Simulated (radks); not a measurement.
Results of a calculation; reference values are marked as such.
Neutral tungsten inside a hard spherical wall (all orbitals vanish at R), configuration held at [Xe] 4f14 5d4 6s2 and not refilled when levels cross. Code: a radial shooting solver on a logarithmic mesh with Libxc functionals. Model: scalar-relativistic Kohn-Sham, PBE, spin-polarised, spherical densities, finite nucleus; open shells are filled with parallel spins first (spin-orbit coupling, left out, can overturn this in heavy ions); Fermi nuclear charge, rms radius 5.3658 fm. Eigenvalues in eV for spin up, with the zero of energy where the potential of the charges vanishes at infinity; a dash marks a level that is unbound or too diffuse for the functional's potential to be trusted. A positive occupied level is held by the wall or, in an anion where self-interaction has pushed it up, behind a barrier. The pressure on the wall is -dE/dV.

R (bohr),E (hartree),kinetic (hartree),e(5p),e(4f),e(6s),e(5d),"e(6p, empty)","e(7s, empty)",pressure (GPa)
free,-16140.0734,17777.573,-43.803,-32.983,-6.240,-5.307,-1.589,-,0
20,-16140.0734,17777.573,-43.803,-32.983,-6.240,-5.307,-1.589,-,< 0.0001
15,-16140.0734,17777.573,-43.803,-32.983,-6.239,-5.307,-1.586,0.210,< 0.0001
10,-16140.0730,17777.578,-43.768,-32.948,-6.212,-5.274,-1.471,1.554,0.0124
7,-16140.0581,17777.689,-43.221,-32.391,-5.751,-4.784,-0.453,6.756,0.863
5,-16139.9033,17778.492,-40.559,-29.561,-2.962,-2.380,4.205,22.907,19.8
3.5,-16138.8307,17782.794,-32.598,-20.428,10.272,6.004,23.301,74.023,344
2.5,-16133.7081,17801.830,-14.478,1.048,57.741,29.365,83.613,207.44,4470
